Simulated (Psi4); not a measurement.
Cl₅Ta, triplet, at a GFN2-xTB geometry (such geometries of metal compounds can be far from the true shape) (the multiplicity is a formal guess) (core potentials on Ta); SVWN/def2-SV(P) in Psi4.

Here is a job for Psi4.
```
memory 2 GB

molecule mol {
0 3
Ta    0.110106   -0.020191    0.238663
Cl    1.126514   -0.237364    2.239855
Cl   -1.691212    0.629048   -1.573658
Cl    0.801845    2.110504   -0.069581
Cl    0.510351   -0.590219   -2.151818
Cl   -1.220307   -1.825266    0.530357
symmetry c1
no_reorient
no_com
}

set {
  basis def2-sv(p)
  reference uks
}

energy('svwn')
print_variables()
```

Predict the main parts of the log of this Psi4 run.


```
   => Loading Basis Set <=

    Name: DEF2-SV(P)
    Role: ORBITAL
    Keyword: BASIS

    !!!  WARNING: ECP capability is in beta. Please check occupations closely.  !!!

         ---------------------------------------------------------
                                   SCF
               by Justin Turney, Rob Parrish, Andy Simmonett
                          and Daniel G. A. Smith
                              UKS Reference
         ---------------------------------------------------------

  ==> Geometry <==

    Molecular point group: c1
    Full point group: C1

    Geometry (in Angstrom), charge = 0, multiplicity = 3:

       Center              X                  Y                   Z               Mass
    ------------   -----------------  -----------------  -----------------  -----------------
         TA           0.110106000000    -0.020191000000     0.238663000000   180.947995800000
         CL           1.126514000000    -0.237364000000     2.239855000000    34.968852682000
         CL          -1.691212000000     0.629048000000    -1.573658000000    34.968852682000
         CL           0.801845000000     2.110504000000    -0.069581000000    34.968852682000
         CL           0.510351000000    -0.590219000000    -2.151818000000    34.968852682000
         CL          -1.220307000000    -1.825266000000     0.530357000000    34.968852682000

  Running in c1 symmetry.

  Rotational constants: A =      0.03558  B =      0.02692  C =      0.01984 [cm^-1]
  Rotational constants: A =   1066.71803  B =    807.03997  C =    594.77494 [MHz]
  Nuclear repulsion =  681.621686514787143

  Charge       = 0
  Multiplicity = 3
  Electrons    = 98
  Nalpha       = 50
  Nbeta        = 48

  ==> Algorithm <==

  SCF Algorithm Type is DF.
  DIIS enabled.
  MOM disabled.
  Fractional occupation disabled.
  Guess Type is SAD.
  Energy threshold   = 1.00e-06
  Density threshold  = 1.00e-06
  Integral threshold = 1.00e-12

  ==> Primary Basis <==

  Basis Set: DEF2-SV(P)
    Blend: DEF2-SV(P)
    Number of shells: 51
    Number of basis functions: 115
    Number of Cartesian functions: 122
    Spherical Harmonics?: true
    Max angular momentum: 2

  Core potential: DEF2-SV(P)
    Number of shells: 4
    Number of ECP primitives: 10
    Number of ECP core electrons: 60
    Max angular momentum: 3

  ==> DFT Potential <==

   => LibXC <=

    Version 7.1.2
[...]
      Ntotal   =   98.0000043155 ; deviation = 4.315e-06

   @Spin Contamination Metric:   3.136407186E-03
   @S^2 Expected:                2.000000000E+00
   @S^2 Observed:                2.003136407E+00
   @S   Expected:                1.000000000E+00
   @S   Observed:                1.000000000E+00

    Orbital Energies [Eh]
    ---------------------

    Alpha Occupied:

[...]
    Alpha Virtual:

[...]
    Beta Occupied:

[...]
    Beta Virtual:

[...]
     115A    642.969161

    Final Occupation by Irrep:
              A
    DOCC [    48 ]
    SOCC [     2 ]
    NA   [    50 ]
    NB   [    48 ]

  @DF-UKS Final Energy: -2351.93272235343238

   => Energetics <=

    Nuclear Repulsion Energy =            681.6216865147871431
    One-Electron Energy =               -4630.2105266138150910
    Two-Electron Energy =                1739.0128613431306803
    DFT Exchange-Correlation Energy =    -142.3567435975350008
    Empirical Dispersion Energy =           0.0000000000000000
    VV10 Nonlocal Energy =                  0.0000000000000000
    Total Energy =                      -2351.9327223534323821

  UHF NO Occupations:
  HONO-2 :   48  A 1.9993579
  HONO-1 :   49  A 1.0000000
  HONO-0 :   50  A 1.0000000
  LUNO+0 :   51  A 0.0006421
  LUNO+1 :   52  A 0.0002776
  LUNO+2 :   53  A 0.0001897
  LUNO+3 :   54  A 0.0001251

Computation Completed

Properties will be evaluated at   0.000000,   0.000000,   0.000000 [a0]

Properties computed using the SCF density matrix

 Multipole Moments:

 ------------------------------------------------------------------------------------
     Multipole            Electronic (a.u.)      Nuclear  (a.u.)        Total (a.u.)
 ------------------------------------------------------------------------------------

 L = 1.  Multiply by 2.5417464519 to convert [e a0] to [Debye]
 Dipole X            :         12.6035421          -12.4842394            0.1193026
 Dipole Y            :         -2.3497920            2.2893427           -0.0604492
 Dipole Z            :         27.0664522          -27.0603981            0.0060541
 Magnitude           :                                                    0.1338801

 ------------------------------------------------------------------------------------

  Variable Map:
  ----------------------------------------------------------------------------
[...]
  Array Variable Map:
  ----------------------------------------------------------------------------
[...]
[...]
```
